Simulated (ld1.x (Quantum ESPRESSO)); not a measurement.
boron (B), TM: configuration errors across variants

boron (B), norm-conserving Troullier–Martins (Kleinman–Bylander form), made with ld1.x (Quantum ESPRESSO) 7.5 (PBEsol, non-relativistic). Core [He], reference 2s1 2p0 (charge +2). Waves: 2p (bound, empty): rc 3.30 bohr; 3d channel at 0.4 Ry: rc 3.35 bohr; 2s (bound): rc 1.35 bohr. Local part: the s channel. Core correction: none.

All-electron excitation energies from the reference (eV): (1) 2s2 2p1 -33.396; (2) 2s2 2p0 -25.254; (3) 2s2 2p0.5 -30.540; (4) 2s0 2p3 -21.752; (5) 2s1 2p1 -19.137; (6) 2s2 2p1.3 -34.121; (7) 2s1 2p2 -27.583.

Tests that are not counted but printed errors over 1 eV. “all radii scaled by about 1.33 (s 1.80, p 4.38, d 4.44 bohr)”: 2s2 2p1.3 (solver errors, printed error -49.6 eV); 2s0 2p3 (solver errors, printed error -45.4 eV); 1 more. “all radii scaled by about 1.40 (s 1.90, p 4.62, d 4.70 bohr)”: 2s2 2p1.3 (solver errors, printed error -49.2 eV); 2s0 2p3 (solver errors, printed error -45.4 eV); 2 more.

A true bound ghost makes a file unfit for plane-wave use even where its test errors are small: the radial tests pick states by their node count and pass the ghost by. Where a test does run into it, the solver fails or the error is huge.

Errors AE − PS in meV (a dash: test not solved or not reliable):

| change | (1) | (2) | (3) | (4) | (5) | (6) | (7) | bound ghosts |
| --- | --- | --- | --- | --- | --- | --- | --- | --- |
| base | +335 | +28 | +195 | +864 | +294 | +385 | +603 | none |
| all radii scaled by about 0.73 (s 1.00, p 2.42, d 2.46 bohr) | +157 | +27 | +103 | +381 | +142 | +174 | +260 | none |
| all radii scaled by about 0.83 (s 1.12, p 2.76, d 2.80 bohr) | +206 | +28 | +129 | +500 | +187 | +231 | +353 | none |
| all radii scaled by about 0.89 (s 1.20, p 2.92, d 2.96 bohr) | +233 | +28 | +143 | +573 | +210 | +263 | +405 | none |
| all radii scaled by about 1.03 (s 1.40, p 3.40, d 3.46 bohr) | +362 | +27 | +209 | +946 | +316 | +419 | +658 | none |
| all radii scaled by about 1.09 (s 1.48, p 3.62, d 3.66 bohr) | +462 | +27 | +257 | +1235 | +393 | +540 | +852 | none |
| all radii scaled by about 1.15 (s 1.56, p 3.80, d 3.86 bohr) | +544 | +26 | +296 | +1476 | +455 | +643 | +1014 | d |
| all radii scaled by about 1.33 (s 1.80, p 4.38, d 4.44 bohr) | +813 | +21 | +418 | – | +643 | – | – | d |
| all radii scaled by about 1.40 (s 1.90, p 4.62, d 4.70 bohr) | – | +18 | +509 | – | +779 | – | – | none |

Question: Give the same row for: all radii scaled by about 1.25 (s 1.68, p 4.12, d 4.18 bohr).

Answer: +694, +24, +365, –, +562, –, +1309; bound ghosts: d. Not counted: 2s0 2p3 (solver errors, printed error -45.4 eV); 2s2 2p1.3 (solver errors, printed error -49.7 eV).
